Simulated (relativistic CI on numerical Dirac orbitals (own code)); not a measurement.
**Excitation temperature from two lines of Sb I**

Problem. In an optically thin plasma whose excited levels follow a Boltzmann distribution, the energy emitted in Sb I 2528.51 Å and 2179.19 Å has the ratio 0.946 (an assumed reading, corrected for the detector). Tabulated data (NIST Handbook of Basic Atomic Spectroscopic Data): upper levels 49391.1 and 55728.3 cm⁻¹, g = 4 and 6, A = 1.77 × 10^8 and 2.39 × 10^8 s⁻¹. Calculate the temperature, its uncertainty for 15 % in the ratio of intensities and A values together, and the strength of these other lines with tabulated A (λ in Å, g, A, upper level): 2139.70, 4, 1.74 × 10^8, 55233.0; 2877.91, 2, 4.24 × 10^7, 43249.3; 3267.49, 2, 4.95 × 10^7, 46991.1; 3232.49, 4, 3.07 × 10^7, 49391.1.

Working.
1. The emitted power of a line is proportional to (gA/λ) exp(−E/kT), so I₁/I₂ = (g₁A₁λ₂/g₂A₂λ₁) exp[(E₂ − E₁)/kT].
2. The prefactor is 0.4255 and E₂ − E₁ = 6337.1 cm⁻¹ = 0.786 eV.
3. kT = (E₂ − E₁)/ln(0.946/0.4255) = 6337.1/0.7989 = 7932 cm⁻¹ = 0.983 eV, or T = 11410 K.
4. δT/T = (kT/ΔE) × 15 % = 18.8 %; lines whose upper levels lie far apart give the better thermometer.
5. Other lines relative to the first: 2139.70 Å: 0.56, 2877.91 Å: 0.23, 3267.49 Å: 0.15, 3232.49 Å: 0.14.

Remark. Dense plasmas such as arcs and laser-ablation plumes come near a Boltzmann distribution among excited levels, though their strong lines may be self-absorbed. Low-pressure etch and deposition plasmas, at 10¹⁰ to 10¹³ electrons per cm³, do not: there the number found is an excitation temperature of these levels and not the electron temperature.
